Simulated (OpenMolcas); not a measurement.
# Tc4+: moving the ligands

Tc4+ with 6 ligands (chloride) in octahedral coordination (Oh) at 2.41 Å. A charge of +0.333 e stands 2.4 Å behind each ligand. Ligand basis ANO-RCC-VDZP.
```
Tc    0.0000    0.0000    0.0000
Cl    2.4100    0.0000    0.0000
Cl    0.0000    2.4100    0.0000
Cl   -2.4100    0.0000    0.0000
Cl    0.0000   -2.4100    0.0000
Cl    0.0000    0.0000    2.4100
Cl    0.0000    0.0000   -2.4100
```

```json
{
 "Program": "OpenMolcas",
 "Method": "CASSCF",
 "Basis": "ANO-RCC-VDZP [6s5p3d1f]",
 "Scalar Hamiltonian": "DKH2, point nucleus",
 "Active space": "3 electrons in 5 orbitals (4d)",
 "State averaging": "2S+1 = 4 even, 10 roots; 2S+1 = 2 even, 40 roots",
 "Spin-orbit coupling": "RASSI with atomic mean-field integrals over the reference wave functions"
}
```

Runs around this geometry, states (labels of O, the rotations of Oh). Energies in cm-1 above the lowest state or level, χT in cm3 K/mol.

```csv
R (Å),Ground state,First state of that spin,First gap with spin-orbit (degeneracies),χT at 300 K,First state of another spin
2.35,4A2,4T2 24309,"13658 (4, 4)",1.783,2E 13724
2.41,4A2,4T2 22015,"13936 (4, 4)",1.769,2E 14028
2.47,4A2,4T2 19993,"14158 (4, 4)",1.755,2E 14291
```

Taking the first state of the same spin as R^-n, n = -ln(19993 / 24309) / ln(2.47 / 2.35) = 3.9 between the shortest and longest distance.

Without dynamic correlation the repulsion within the d shell is too large (B by tens of per cent), so at a given field states of lower spin stand too high. With metal d orbitals alone the field can be off either way by tens of per cent. Ligand-to-metal charge-transfer states are missing. With no ligand orbital active B as a rule stays too high, so bands that hang on it stand too high and its fall with covalency is understated. The least metal-like active orbital is 68 % on the metal (Löwdin) and no ligand orbital is active, so the numbers are rough (holds for R = 2.35). The least metal-like active orbital is 69 % on the metal (Löwdin) and no ligand orbital is active, so the numbers are rough (holds for R = 2.41; R = 2.47). No measured value stands beside these numbers; the geometry is a model, was not optimised and need not be the one that this ion takes.
